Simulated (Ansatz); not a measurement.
Calculated with Ansatz (gas phase, PBE0-D4/def2-TZVP geometries, no zero-point term in ΔE). CBS: MP2 limit from def2 TZ/QZ plus the TZ coupled-cluster correction, frozen cores. This one scheme is used for every species. No spin–orbit coupling; open shells (•) take unrestricted orbitals. For Mg outer-core shells are correlated without core-valence functions, which leaves a few kJ/mol of doubt a bond. One conformer a species, not always the lowest.

Consider the homolysis of the Mg–S bond: `C[N](C)[Mg][SH]` → `C[N](C)[Mg]`• + `[SH]`•.

`C[N](C)[Mg][SH]`:

Cartesian coordinates in Å:
```
C -1.382 0.536 0.497
N -0.183 -0.120 0.047
C -0.057 -1.421 0.650
Mg 1.056 0.623 -1.171
S 2.539 1.509 -2.673
H -1.396 0.678 1.592
H -2.292 -0.035 0.245
H -1.493 1.529 0.046
H -0.011 -1.368 1.751
H 0.851 -1.935 0.317
H -0.908 -2.080 0.404
H 3.276 2.083 -1.706
```

`C[N](C)[Mg]`•:

Cartesian coordinates in Å:
```
C 0.763 -0.732 -0.573
N -0.446 -0.384 0.120
C -0.446 1.005 0.488
Mg -1.866 -1.607 0.504
H 1.665 -0.558 0.039
H 0.771 -1.791 -0.858
H 0.900 -0.150 -1.502
H -1.367 1.279 1.017
H -0.369 1.673 -0.388
H 0.396 1.265 1.153
```

`[SH]`•:

```xyz
2

S     0.025    0.394   -0.545
H    -0.025   -0.394    0.545
```

| species | CCSD(T)/CBS(def2) energy (Eh) |
| --- | --- |
| `C[N](C)[Mg][SH]` | -732.73551 |
| `C[N](C)[Mg]`• | -334.27380 |
| `[SH]`• | -398.31908 |

Q: Work out ΔE.

A: ΔE = (-334.27380) + (-398.31908) − (-732.73551) = 0.14263 Eh = +3.88 eV.

Largest T1 diagnostic among the species: 0.012.

In def2-TZVPP, CCSD(T) changes the Hartree–Fock value by +1.01 eV (the triples alone add +0.08 eV) and MP2 by +1.11 eV; breaking electron pairs costs correlation energy, which Hartree–Fock lacks. At CCSD(T), def2-SVP lies −0.37 eV from the extrapolated value and def2-TZVPP −0.27 eV: correlation converges slowly with the basis, and small sets miss more of it in the bonded molecule than in its fragments.
